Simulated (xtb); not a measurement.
C₆H₁₅N₂ (SMILES [CH2]N(C)CCN(C)C), doublet, geometry from GFN2-xTB; GFN2-xTB run with xtb.

Input for xtb:
```
$ xtb mol.xyz --gfn 2 --uhf 1 --grad --json

# file mol.xyz
23

C      2.18264245     0.75916371    -1.20784471
N      1.56809513     0.03929249    -0.19221781
C      2.32302147    -1.03959731     0.38967337
C      0.70731898     0.75219462     0.72192760
C     -0.61675438     0.02963956     1.01966905
N     -1.61472241     0.27158210    -0.00749814
C     -1.33961984    -0.46747268    -1.22251291
C     -2.95296635    -0.00508795     0.47090707
H      1.62383551     1.58043999    -1.61546351
H      2.80842540     0.19372847    -1.87337691
H      2.83466652    -1.58890398    -0.39825032
H      1.65175296    -1.72185048     0.91165474
H      3.07422847    -0.67971840     1.10768568
H      0.46420581     1.72382207     0.29041242
H      1.23051433     0.91808490     1.67612876
H     -1.00707368     0.43375463     1.95706706
H     -0.43717525    -1.04961933     1.16809170
H     -0.34601268    -0.21629737    -1.58110231
H     -2.06896908    -0.18539756    -1.98071322
H     -1.39479190    -1.55816045    -1.07165148
H     -3.66556652     0.23971518    -0.31536933
H     -3.09790525    -1.06004867     0.75558249
H     -3.16559739     0.62128917     1.33639888
```

It wrote (shortened):

```
   ID    Z sym.   atoms
    1    6 C      1, 3-5, 7, 8
    2    7 N      2, 6
    3    1 H      9-23

           -------------------------------------------------
          |                Calculation Setup                |
           -------------------------------------------------

           -------------------------------------------------
          |                 G F N 2 - x T B                 |
           -------------------------------------------------

          ...................................................
          :                      SETUP                      :
          :.................................................:
          :  # basis functions                  47          :
          :  # atomic orbitals                  47          :
          :  # shells                           31          :
          :  # electrons                        49          :
          :  max. iterations                   250          :
          :  Hamiltonian                  GFN2-xTB          :
          :  restarted?                      false          :
          :  GBSA solvation                  false          :
          :  PC potential                    false          :
          :  electronic temp.          300.0000000     K    :
          :  accuracy                    1.0000000          :
          :  -> integral cutoff          0.2500000E+02      :
          :  -> integral neglect         0.1000000E-07      :
          :  -> SCF convergence          0.1000000E-05 Eh   :
          :  -> wf. convergence          0.1000000E-03 e    :
          :  Broyden damping             0.4000000          :
          :  net charge                          0          :
          :  unpaired electrons                  1          :
          ...................................................

 iter      E             dE          RMSdq      gap      omega  full diag
   1    -26.5289555 -0.265290E+02  0.271E+00    7.88       0.0  T
   2    -26.5937382 -0.647827E-01  0.184E+00    7.10       1.0  T
   3    -26.5998334 -0.609519E-02  0.101E+00    7.59       1.0  T
   4    -26.6003276 -0.494209E-03  0.229E-01    7.46       1.0  T
   5    -26.6005168 -0.189208E-03  0.529E-02    7.50       1.0  T
   6    -26.6005174 -0.613773E-06  0.196E-02    7.50       1.1  T
   7    -26.6005181 -0.709331E-06  0.283E-03    7.51       7.4  T
   8    -26.6005181 -0.243118E-07  0.947E-04    7.51      22.0  T
[...]
         :: total energy             -26.260668327621 Eh    ::
[...]
     1   6 C    3.369 --     2 N    1.328    10 H    0.981     9 H    0.980
     2   7 N    3.406 --     1 C    1.328     3 C    1.016     4 C    1.005
     3   6 C    3.983 --     2 N    1.016    11 H    0.981    12 H    0.978
                            13 H    0.969
     4   6 C    3.982 --     2 N    1.005     5 C    0.989    14 H    0.969
                            15 H    0.963
     5   6 C    3.990 --     6 N    1.007     4 C    0.989    16 H    0.973
                            17 H    0.959
     6   7 N    3.123 --     8 C    1.017     7 C    1.015     5 C    1.007
     7   6 C    3.985 --     6 N    1.015    19 H    0.983    18 H    0.977
                            20 H    0.973
     8   6 C    3.987 --     6 N    1.017    23 H    0.982    21 H    0.982
                            22 H    0.974
     9   1 H    1.000 --     1 C    0.980
    10   1 H    1.000 --     1 C    0.981
    11   1 H    0.997 --     3 C    0.981
    12   1 H    0.998 --     3 C    0.978
    13   1 H    0.999 --     3 C    0.969
    14   1 H    0.996 --     4 C    0.969
    15   1 H    0.999 --     4 C    0.963
    16   1 H    0.998 --     5 C    0.973
    17   1 H    1.000 --     5 C    0.959
    18   1 H    0.997 --     7 C    0.977
    19   1 H    0.999 --     7 C    0.983
    20   1 H    1.000 --     7 C    0.973
    21   1 H    0.998 --     8 C    0.982
    22   1 H    1.000 --     8 C    0.974
    23   1 H    0.999 --     8 C    0.982
 ---------------------------------------------------------------------------

Topologies differ in total number of bonds
Writing topology from bond orders to xtbtopo.mol

molecular dipole:
                 x           y           z       tot (Debye)
 q only:       -0.144      -0.225       0.421
   full:       -0.182      -0.568       0.551       2.064
molecular quadrupole (traceless):
                xx          xy          yy          xz          yz          zz
 q only:       -0.114      -2.223      -0.082       2.018       0.933       0.195
  q+dip:       -1.053      -1.708       0.120       2.245       0.927       0.933
   full:       -0.590      -1.702      -0.483       2.041       1.033       1.073

           -------------------------------------------------
          | TOTAL ENERGY              -26.260668327621 Eh   |
          | GRADIENT NORM               0.000025638030 Eh/α |
          | HOMO-LUMO GAP               7.505416506546 eV   |
           -------------------------------------------------

normal termination of xtb
```
